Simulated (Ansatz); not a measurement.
`C[O][InH][Cl]` and `C[O][InH2]` differ in one atom or group.

Ansatz, PBE0-D4/def2-TZVP geometries, multiplicity 1. Each molecule was computed in one conformer, which needn't be the lowest.

Elements past krypton have def2 core potentials.

| property | `C[O][InH][Cl]` |
| --- | --- |
| size of the dipole moment (PBE/def2-TZVPP) / D | 1.45 |
| HOMO energy (ωB97M-V/def2-TZVPP) / eV | -10.16 |
| HOMO energy (PBE/def2-TZVPP) / eV | -6.32 |
| LUMO energy (ωB97M-V/def2-TZVPP) / eV | -0.04 |
| ideal-gas entropy at 298 K and 1 bar (rigid rotor, harmonic PBE0-D4/def2-TZVP) / J/(mol·K) | 358 |
| LUMO energy (B3LYP/def2-TZVPP) / eV | -1.78 |

(1) Give the same properties after the change, and the shifts. (Estimate.)

Results:

(1) Computed: 
| property | `C[O][InH2]` | shift |
| --- | --- | --- |
| size of the dipole moment (PBE/def2-TZVPP) / D | 1.38 | -0.07 |
| HOMO energy (ωB97M-V/def2-TZVPP) / eV | -9.68 | 0.48 |
| HOMO energy (PBE/def2-TZVPP) / eV | -5.90 | 0.42 |
| LUMO energy (ωB97M-V/def2-TZVPP) / eV | -0.11 | -0.07 |
| ideal-gas entropy at 298 K and 1 bar (rigid rotor, harmonic PBE0-D4/def2-TZVP) / J/(mol·K) | 319 | -39 |
| LUMO energy (B3LYP/def2-TZVPP) / eV | -1.81 | -0.03 |

Dipoles are sizes alone; their direction can turn.

B3LYP here is the variant with VWN-RPA as its local correlation; programs differ in this.
